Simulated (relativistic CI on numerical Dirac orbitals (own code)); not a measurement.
**One change at a time: Cs9+**

Base calculation: Dirac-Coulomb-Breit CI, separate exchange-only KLI orbitals for each configuration, a model potential for QED, unscaled Slater integrals.

Configurations in the expansion (outside the closed core [Ar] 3d10): 4s²4p⁶4d¹⁰, 4s²4p⁶4d⁹4f, 4s²4p⁶4d⁹5s, 4s²4p⁶4d⁹5p, 4s²4p⁵4d¹⁰4f, 4s²4p⁶4d⁹5d, 4s²4p⁶4d⁹6s, 4s²4p⁶4d⁹6p, 4s²4p⁶4d⁹5f, 4s4p⁶4d¹⁰4f, 4s²4p⁶4d⁹6d, 4s²4p⁵4d¹⁰5s, 4s²4p⁶4d⁹5g, 4s²4p⁶4d⁹7s, 4s²4p⁶4d⁹7p, 4s²4p⁶4d⁹6f, 4s²4p⁵4d¹⁰5p, 4s²4p⁵4d¹⁰5d, 4s4p⁶4d¹⁰5s, 4s²4p⁵4d¹⁰6s, 4p⁶4d¹⁰4f², 4p⁶4d⁹4f³, 4p⁶4d⁹4f²5s, 4p⁶4d⁹4f²5p, 4p⁵4d¹⁰4f³, 4p⁶4d⁹4f²5d, 4p⁶4d⁹4f²6s. Double excitations out of closed p, d and f shells are left out; levels of such configurations are missing from the list, as are those of other unlisted configurations, and high levels can miss mixing partners. Some configurations lack a partner that the ground configuration has and come out too high, among them 4s²4p⁶4d⁹6p, 4s²4p⁶4d⁹5f, 4s²4p⁶4d⁹6d, 4s²4p⁵4d¹⁰5s, 4s²4p⁶4d⁹5g.

The lowest level and the first level of each name with at least 55 % of one term (blank where a level has no safe partner in the second run):

| Level | Base (cm⁻¹) | Shift (cm⁻¹) |
| --- | --- | --- |
| 4s²4p⁶4d¹⁰ ¹S0 | 0 | 0 |
| 4s²4p⁶4d⁹5s ³D3 | 535704 | -424 |
| 4s²4p⁶4d⁹5s ³D2 | 539878 | -397 |
| 4s²4p⁶4d⁹5s ³D1 | 554602 | +132 |
| 4s²4p⁶4d⁹5s ¹D2 | 558994 | +123 |
| 4s²4p⁶4d⁹5p ³P°2 | 665882 | -710 |
| 4s²4p⁶4d⁹5p ³F°2 | 687454 | -192 |
| 4s²4p⁶4d⁹5p ³P°1 | 687929 | -222 |
| 4s²4p⁶4d⁹5p ³F°4 | 692114 | -387 |
| 4s²4p⁶4d⁹5p ¹D°2 | 699876 | -390 |
| 4s²4p⁶4d⁹5p ¹P°1 | 701422 | -237 |
| 4s²4p⁶4d⁹5p ³P°0 | 702763 | +140 |
| 4s²4p⁶4d⁹5p ³D°3 | 703127 | -381 |
| 4s²4p⁶4d⁹4f ³P°0 | 710485 | +346 |
| 4s²4p⁶4d⁹4f ³P°1 | 713537 | +521 |
| 4s²4p⁶4d⁹5p ³D°1 | 717330 | +94 |
| 4s²4p⁶4d⁹4f ³P°2 | 719836 | +723 |
| 4s²4p⁶4d⁹5p ³D°2 | 721253 | +194 |
| 4s²4p⁶4d⁹4f ³H°6 | 731774 | +718 |
| 4s²4p⁶4d⁹4f ³H°5 | 735673 | +619 |
| 4s²4p⁶4d⁹4f ³H°4 | 744698 | +813 |
| 4s²4p⁶4d⁹4f ³F°4 | 748319 | +657 |

At this charge transitions that keep the count of f electrons are usually good to a few per cent. Levels and lines within the n = 5 or 6 shells can be off by up to 10 % or somewhat more, and those that change n by about 2 %, since core polarisation is missing. Levels that differ in their count of f electrons can be misplaced by several ten thousand cm⁻¹, since the correlation energy of f electrons is missing or only estimated; rates across such gaps can be off by orders of magnitude.

Question: One thing was changed in a second run, which moved the levels as shown. Which?
A. Breit term removed
B. only the first 3 configurations
C. QED terms removed
D. configuration mixing switched off

Answer: A. Breit term removed. The Breit term mainly narrows fine-structure intervals, so removing it widens them.

LS names give the leading component of a level, which can be under half, so a name can repeat, a term be missing and a line seem to break the LS rules.
